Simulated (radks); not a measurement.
Values are calculated unless marked as measured or tabulated.
The mean radii <r> (bohr) of the occupied orbitals of an atom or ion are listed with their occupations. Code: a radial shooting solver on a logarithmic mesh with Libxc functionals. Model: scalar-relativistic Kohn-Sham, LDA (Slater exchange, Perdew-Wang correlation), spin-polarised, spherical densities, finite nucleus; Fermi nuclear charge, rms radius of each element as measured or else 0.836 A^(1/3) + 0.57 fm.

| orbital | occ. | <r> |
|---|---|---|
| 1s up | 1 | 0.03347 |
| 1s down | 1 | 0.03347 |
| 2s up | 1 | 0.1458 |
| 2s down | 1 | 0.1458 |
| 2p up | 3 | 0.1270 |
| 2p down | 3 | 0.1270 |
| 3s up | 1 | 0.4035 |
| 3s down | 1 | 0.4034 |
| 3p up | 3 | 0.4036 |
| 3p down | 3 | 0.4035 |
| 3d up | 5 | 0.3845 |
| 3d down | 5 | 0.3844 |
| 4s up | 1 | 1.019 |
| 4s down | 1 | 1.017 |
| 4p up | 3 | 1.129 |
| 4p down | 3 | 1.128 |
| 4d up | 5 | 1.630 |
| 4d down | 2 | 1.670 |

Name the element and its charge. Open shells, if any, are filled with parallel spins first.

Answer. Z = 44, ruthenium, charge +1: Ru+ in [Kr] 4d7. The 1s radius gives Z: for a bare nucleus <r> = (2 gamma + 1)/(2Z) with gamma = sqrt(1 - (Z/c)^2), 0.03289 bohr for Z = 44, and screening makes it slightly larger (0.03347 here). The occupations add up to 43, and the charge is Z minus that.
